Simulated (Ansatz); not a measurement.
The same group exchange along the group Cl, Br, I.

Isolated molecules relaxed with PBE0-D4/def2-TZVP in Ansatz; ΔE leaves out vibrations. CCSD(T)/CBS adds triple-zeta CCSD(T) − MP2 to the extrapolated MP2 energy (def2 sets, frozen cores). This one scheme is used for every species. Functionals use def2-TZVPP. B3LYP here is the variant with VWN-RPA as its local correlation; programs differ in this. Elements past krypton have def2 core potentials. For Br, Ga, I outer-core shells are correlated without core-valence functions, which leaves a few kJ/mol of doubt a bond. Scalar relativity is left out up to krypton. Each species was taken in one conformer, which may not be the lowest.

```json
{"reaction": "`C=C(N)Cl` + `[CH3][GaH2]` → `C=[C](N)[GaH][CH3]` + HCl", "B3LYP-D4 (eV)": "-0.53", "r2SCAN-D4 (eV)": "-0.48"}
{"reaction": "`C=C(N)Br` + `[CH3][GaH2]` → `C=[C](N)[GaH][CH3]` + HBr", "B3LYP-D4 (eV)": "-0.51", "r2SCAN-D4 (eV)": "-0.48"}
{"reaction": "`C=C(N)I` + `[CH3][GaH2]` → `C=[C](N)[GaH][CH3]` + HI", "B3LYP-D4 (eV)": "-0.47", "r2SCAN-D4 (eV)": "-0.45"}
```

(1) Give the CCSD(T)/CBS values in the same order. (Best estimate.)

Largest T1 diagnostic: 0.012, for `C=[C](N)[GaH][CH3]`.

Answers

(1) Computed: -0.62, -0.58, -0.49 eV.
